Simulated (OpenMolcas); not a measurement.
Ionisation energies of ruthenium

| Item | Value |
| --- | --- |
| Program | OpenMolcas 26.06 |
| Basis | ANO-RCC-VTZP [7s6p4d2f1g] |
| Scalar Hamiltonian | DKH2, point nucleus |
| Spin-orbit coupling | RASSI with atomic mean-field integrals over the reference wave functions, term energies averaged over their components |

Active shells in each charge state: the valence d, s shells, with orbitals averaged over the low states. Where CASPT2's correlated closed shells are named, they are those of the first ion.

A. CASSCF
B. SS-CASPT2, IPEA 0.25 Eh, imaginary shift 0.1 Eh (closed shells correlated: 4s 4p)
C. SS-CASPT2, IPEA 0.25 Eh, imaginary shift 0.1 Eh (closed shells correlated: 3d 4s 4p)
D. SS-CASPT2, IPEA 0 Eh, imaginary shift 0.1 Eh (closed shells correlated: 4s 4p)

Energies in eV between the lowest computed levels, named as in B; reference values from the NIST Atomic Spectra Database with their kind.

```csv
From,To,A,B,C,D,Spin-orbit share in B,Reference
Ru 4d⁷ 5s ⁵F₅,Ru+ 4d⁷ ⁴F_9/2,6.236,7.402,7.416,7.533,-0.027,7.361 (measured)
Ru+ 4d⁷ ⁴F_9/2,Ru2+ 4d⁶ ⁵D₄,14.833,16.509,16.500,16.507,+0.073,16.760 (semi-empirical)
```

Error against the reference values, in %:

| From | Reference | A | B | C | D |
| --- | --- | --- | --- | --- | --- |
| Ru | measured | -15.3 | +0.6 | +0.7 | +2.3 |
| Ru+ | semi-empirical | -11.5 | -1.5 | -1.6 | -1.5 |

Absolute error against the one measured value: A 1.12 eV, B 0.04 eV, C 0.06 eV, D 0.17 eV.

The lowest level within the active space need not be the ion's true ground level.
